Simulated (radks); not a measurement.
Results of a calculation; reference values are marked as such.
All-electron atom: the aluminium ion Al4.5+ in [He] 2p6 2s(up 0.25, down 0.25) (fractional occupations, a model configuration).

Code: a radial shooting solver on a logarithmic mesh with Libxc functionals. Model: non-relativistic Kohn-Sham, TPSS, spin-polarised, spherical densities, point nucleus; meta-GGA in the generalised Kohn-Sham scheme.

Energy parts (hartree):
part                      energy
total                 -231.17343
kinetic                230.89128
electron-nucleus      -525.96045
Hartree                 79.89504
exchange-correlation   -15.99930

Orbitals (lengths in bohr, moments of r in powers of bohr; r(max) is where P^2 peaks):
orbital  occ.  eigenvalue (hartree)   r(max)      <r^4>
1s          2             -59.27942  0.07865  0.0009798
2s        0.5              -7.09361   0.4860     0.3213
2p          6              -5.70998   0.4130     0.3139

The highest occupied level is 2p at -155.38 eV. The density falls to 0.001 e/bohr^3 at r = 1.80 bohr.
